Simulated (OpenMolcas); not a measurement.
# BBrF2 (SMILES FB(F)Br): methods side by side

BBrF2 has 4 atoms, charge 0, and is taken as a singlet. As SMILES, `FB(F)Br`. Geometry: relaxed at PBE0-D4/def2-TZVP.

Quantity: the vertical energy of the triplet above the singlet, in eV. The values are calculated.

```
             level           kind     program  value (eV)  CPU time (all runs)
 SVWN5/aug-cc-pVDZ            LDA  OpenMolcas        7.14                 77 s
  BLYP/aug-cc-pVDZ            GGA  OpenMolcas        6.86              1.7 min
   PBE/aug-cc-pVDZ            GGA  OpenMolcas        6.83              1.7 min
 M06-L/aug-cc-pVDZ       meta-GGA  OpenMolcas           ?              2.2 min
  TPSS/aug-cc-pVDZ       meta-GGA  OpenMolcas        6.91              2.7 min
r2SCAN/aug-cc-pVDZ       meta-GGA  OpenMolcas           ?              2.2 min
 B3LYP/aug-cc-pVDZ  global hybrid  OpenMolcas        7.10                 89 s
 BHLYP/aug-cc-pVDZ  global hybrid  OpenMolcas        7.24                 80 s
```

(1) Estimate what the levels marked ? give.

Results:

(1) As computed at these levels: M06-L/aug-cc-pVDZ: 7.06 eV; r2SCAN/aug-cc-pVDZ: 7.03 eV. All-electron rows without a relativistic Hamiltonian named are non-relativistic. Spin-orbit coupling, which can split open shells on such heavy atoms by tenths of an eV, is left out. The values span 6.83 to 7.24 eV. Times are those of the runs behind each value, whatever else they computed, on shared processors of several kinds: orders of magnitude only.
